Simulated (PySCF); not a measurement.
Carbon: a sound run and one with changed settings

Sound run: C⁺ [He] 2s2 2p1, C²⁺ [He] 2s2. Calculation: PySCF 2.14, in 6-31G*; the non-relativistic Hamiltonian (point nucleus). In the sound run the correlated levels freeze 1s2. The sound run starts from symmetry-adapted Hartree-Fock orbitals and uses a fine grid where one is needed.

Changed run: all electrons correlated in a basis built for the valence shell.

```json
{"species": "C⁺", "method": "MP2", "sound run (hartree)": "-37.32942", "changed run (hartree)": "-37.33096", "converged": "yes"}
{"species": "C⁺", "method": "CCSD(T)", "sound run (hartree)": "-37.35440", "changed run (hartree)": "-37.35571", "converged": "yes"}
{"species": "C²⁺", "method": "MP2", "sound run (hartree)": "-36.43770", "changed run (hartree)": "-36.43917", "converged": "yes"}
{"species": "C²⁺", "method": "CCSD(T)", "sound run (hartree)": "-36.46938", "changed run (hartree)": "-36.47045", "converged": "yes"}
```

Ionisation energy of C⁺:

```
 method  sound run (eV)  changed run (eV)
    UHF          24.203            24.203
    MP2          24.265            24.267
SCS-MP2          24.219            24.218
   CCSD          24.063            24.070
CCSD(T)          24.083            24.089
```

A valence basis has no tight correlating functions, so it recovers only part of the core correlation, and not evenly between atom and ion.

For comparison, NIST gives 24.383 eV between the lowest levels.
